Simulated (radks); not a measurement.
Task: The mean radii <r> (bohr) of the occupied orbitals of an atom or ion are listed with their occupations. Method: Dirac Kohn-Sham, PBE, spin-unpolarised, spherical densities, point nucleus; computed with a radial shooting solver on a logarithmic mesh with Libxc functionals.

| orbital | occ. | <r> |
|---|---|---|
| 1s1/2 | 2 | 0.03039 |
| 2s1/2 | 2 | 0.1297 |
| 2p1/2 | 2 | 0.1098 |
| 2p3/2 | 4 | 0.1148 |
| 3s1/2 | 2 | 0.3209 |
| 3p1/2 | 2 | 0.3066 |
| 3p3/2 | 2 | 0.3143 |

Name the element and its charge. Open shells, if any, fill j = l - 1/2 first.

Result: Z = 48, cadmium, charge +32: Cd32+ in [Ne] 3s2 3p4. The 1s radius gives Z: for a bare nucleus <r> = (2 gamma + 1)/(2Z) with gamma = sqrt(1 - (Z/c)^2), 0.02993 bohr for Z = 48, and screening makes it slightly larger (0.03039 here). The occupations add up to 16, and the charge is Z minus that.
